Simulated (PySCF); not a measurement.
Boron monobromide, BBr (singlet state).
Structure used (PBE0-D3(BJ)/def2-SVP), in Å, numbered top down from 1:
```xyz
2
BBr angstrom
B      0.948   -0.006   -0.006
Br    -0.943    0.008   -0.023
```

Theory: core-valence-separated Tamm–Dancoff BHandHLYP/aug-pcX-1 (def2-SVPD on Br) in PySCF, non-relativistic, gas phase, PBE0-D3(BJ)/def2-SVP geometry. No shift to experiment was applied.

The lowest roots of each edge with f over 0.003 (five at most, numbered afresh; weaker and dark ones are left out), with transition dipoles (au) in the frame of the coordinates:

```json
{"root": "1", "edge": "B", "E (eV)": "187.39", "f": "0.0991", "μx": "-0.0007", "μy": "0.0598", "μz": "0.1341"}
{"root": "2", "edge": "B", "E (eV)": "187.39", "f": "0.0991", "μx": "-0.0016", "μy": "-0.1342", "μz": "0.0597"}
{"root": "3", "edge": "B", "E (eV)": "192.57", "f": "0.0692", "μx": "-0.1211", "μy": "0.0009", "μz": "-0.0011"}
{"root": "4", "edge": "B", "E (eV)": "195.07", "f": "0.0118", "μx": "-0.0496", "μy": "0.0004", "μz": "-0.0005"}
```

Task: What is the unit vector of the molecular axis, and which share of each root's |μ|² lies along it?

Result: (1.00, -0.01, 0.01), up to sign.

```csv
root,core hole on,share along it,final orbital
1,B1,0.00,π
2,B1,0.00,π
3,B1,1.00,σ
4,B1,1.00,σ
```

The 1s orbitals are σ, so light polarised along the axis reaches σ orbitals and light across it π orbitals.

Task: For fixed molecules, how does the intensity of root 3 change when the electric field is turned 30° away from the molecular axis?

Result: Intensity goes as (E·μ)², and μ lies along that direction, so it falls to cos²30° = 0.75 of its maximum; it vanishes at 90°.

Task: Molecules are fixed in this frame and the field points along (1, 1, 0)/√2. What effective strengths 3 f cos²θ do the roots have (θ between field and μ)?

Result: root 1 (B1): 0.024, root 2 (B1): 0.127, root 3 (B1): 0.102, root 4 (B1): 0.017. Root 2 is the strongest. Averaged over all orientations cos²θ is 1/3, which gives f back. For degenerate partners only the sum has meaning, as the program may mix them freely.

 Relativistic effects, spin–orbit coupling among them, are left out although an element past zinc is present.

Time: 2.0 s of wall time; peak memory 0.30 GiB. Hardware: an AMD EPYC with one thread, shared host.
